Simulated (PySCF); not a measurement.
ethyl chloride (C2H5Cl), singlet, geometry from GFN2-xTB; CCSD(T)/STO-3G (PySCF).

PySCF was given this input:
```python
from pyscf import gto, scf, cc

mol = gto.Mole()
mol.atom = '''
    C    -0.005783    0.814080    0.003881
    C     1.499375    0.645713    0.011974
    Cl   -0.816446   -0.780030   -0.008581
    H    -0.355827    1.333082    0.895817
    H    -0.345282    1.341658   -0.887099
    H     1.972005    1.625798    0.019483
    H     1.818341    0.096360    0.894178
    H     1.828785    0.104853   -0.871640
'''
mol.basis = 'sto-3g'
mol.charge = 0
mol.spin = 0
mol.verbose = 4
mol.build()

mf = scf.RHF(mol)
mf.kernel()

mycc = cc.CCSD(mf)
mycc.kernel()
et = mycc.ccsd_t()
print('E(CCSD(T)) = %.10f' % (mycc.e_tot + et))
```

Output, abridged:

```
PySCF version 2.14.0

[INPUT] verbose = 4
[INPUT] num. atoms = 8
[INPUT] num. electrons = 34
[INPUT] charge = 0
[INPUT] spin (= nelec alpha-beta = 2S) = 0
[INPUT] symmetry False subgroup None
[INPUT] Mole.unit = angstrom
[INPUT] Symbol           X                Y                Z      unit          X                Y                Z       unit  Magmom
[INPUT]  1 C     -0.005783000000   0.814080000000   0.003881000000 AA   -0.010928286178   1.538388243486   0.007334027089 Bohr   0.0
[INPUT]  2 C      1.499375000000   0.645713000000   0.011974000000 AA    2.833408108020   1.220220725071   0.022627580616 Bohr   0.0
[INPUT]  3 Cl    -0.816446000000  -0.780030000000  -0.008581000000 AA   -1.542859335497  -1.474043068944  -0.016215739875 Bohr   0.0
[INPUT]  4 H     -0.355827000000   1.333082000000   0.895817000000 AA   -0.672415577726   2.519159881587   1.692848787729 Bohr   0.0
[INPUT]  5 H     -0.345282000000   1.341658000000  -0.887099000000 AA   -0.652488415742   2.535366172832  -1.676374155376 Bohr   0.0
[INPUT]  6 H      1.972005000000   1.625798000000   0.019483000000 AA    3.726549366273   3.072312953866   0.036817534085 Bohr   0.0
[INPUT]  7 H      1.818341000000   0.096360000000   0.894178000000 AA    3.436166491068   0.182094009363   1.689751526611 Bohr   0.0
[INPUT]  8 H      1.828785000000   0.104853000000  -0.871640000000 AA    3.455902790713   0.198143453339  -1.647160879216 Bohr   0.0

nuclear repulsion = 103.222987038998
number of shells = 16
number of NR pGTOs = 72
number of NR cGTOs = 24
basis = sto-3g
ecp = {}

******** <class 'pyscf.scf.hf.RHF'> ********
method = RHF
initial guess = minao
damping factor = 0
level_shift factor = 0
DIIS = <class 'pyscf.scf.diis.CDIIS'>
diis_start_cycle = 1
diis_space = 8
diis_damp = 0
SCF conv_tol = 1e-09
SCF conv_tol_grad = None
SCF max_cycles = 50
direct_scf = True
direct_scf_tol = 1e-13
Set gradient conv threshold to 3.16228e-05
Initial guess from minao.
init E= -532.192593823168
  HOMO = -0.346961179941787  LUMO = 0.219074344499061  gap/eV = 15.40261
cycle= 1 E= -532.26349020594  delta_E= -0.0709  |g|= 0.284  |ddm|= 3.12
  HOMO = -0.333912113688933  LUMO = 0.335775224387518  gap/eV = 18.22312
cycle= 2 E= -532.302526068745  delta_E= -0.039  |g|= 0.0891  |ddm|= 0.62
  HOMO = -0.360923735622031  LUMO = 0.382120573297456  gap/eV = 20.21927
cycle= 3 E= -532.305126903515  delta_E= -0.0026  |g|= 0.0189  |ddm|= 0.127
  HOMO = -0.373244650682606  LUMO = 0.374045536854564  gap/eV = 20.33480
cycle= 4 E= -532.305348778021  delta_E= -0.000222  |g|= 0.00167  |ddm|= 0.0517
  HOMO = -0.373348763292578  LUMO = 0.373509076665189  gap/eV = 20.32304
cycle= 5 E= -532.305350273168  delta_E= -1.5e-06  |g|= 0.000336  |ddm|= 0.00362
  HOMO = -0.373423493759256  LUMO = 0.373528391435154  gap/eV = 20.32560
cycle= 6 E= -532.305350335233  delta_E= -6.21e-08  |g|= 6.85e-05  |ddm|= 0.000702
  HOMO = -0.373455013322998  LUMO = 0.373521476885678  gap/eV = 20.32627
cycle= 7 E= -532.305350338119  delta_E= -2.89e-09  |g|= 9.9e-06  |ddm|= 0.000165
  HOMO = -0.373457823132829  LUMO = 0.373514131019922  gap/eV = 20.32614
cycle= 8 E= -532.305350338184  delta_E= -6.5e-11  |g|= 1.44e-06  |ddm|= 2.68e-05
  HOMO = -0.373457710844605  LUMO = 0.373514665964165  gap/eV = 20.32615
Extra cycle  E= -532.305350338186  delta_E= -2.16e-12  |g|= 5.59e-07  |ddm|= 3.46e-06
converged SCF energy = -532.305350338186

******** <class 'pyscf.cc.ccsd.CCSD'> ********
CC2 = 0
CCSD nocc = 17, nmo = 24
max_cycle = 50
direct = 0
conv_tol = 1e-07
conv_tol_normt = 1e-05
diis_space = 6
diis_start_cycle = 0
diis_start_energy_diff = 1e+09
Init t2, MP2 energy = -532.418980847089  E_corr(MP2) -0.113630508903287
Init E_corr(CCSD) = -0.113630508903471
cycle = 1  E_corr(CCSD) = -0.138480745782566  dE = -0.0248502369  norm(t1,t2) = 0.0453663
cycle = 2  E_corr(CCSD) = -0.146424104890237  dE = -0.00794335911  norm(t1,t2) = 0.0170046
cycle = 3  E_corr(CCSD) = -0.151267861463949  dE = -0.00484375657  norm(t1,t2) = 0.00709426
cycle = 4  E_corr(CCSD) = -0.151377418002394  dE = -0.000109556538  norm(t1,t2) = 0.000905282
cycle = 5  E_corr(CCSD) = -0.151365240615311  dE = 1.21773871e-05  norm(t1,t2) = 0.000216794
cycle = 6  E_corr(CCSD) = -0.151367337097598  dE = -2.09648229e-06  norm(t1,t2) = 4.41224e-05
cycle = 7  E_corr(CCSD) = -0.151368177205857  dE = -8.40108259e-07  norm(t1,t2) = 1.19105e-05
cycle = 8  E_corr(CCSD) = -0.151368292247574  dE = -1.15041717e-07  norm(t1,t2) = 4.22433e-06
cycle = 9  E_corr(CCSD) = -0.151368358885413  dE = -6.66378386e-08  norm(t1,t2) = 1.30404e-06
CCSD converged
E(CCSD) = -532.4567186970711  E_corr = -0.1513683588854125
CCSD(T) correction = -0.000899456210054322
E(CCSD(T)) = -532.4576181533
```
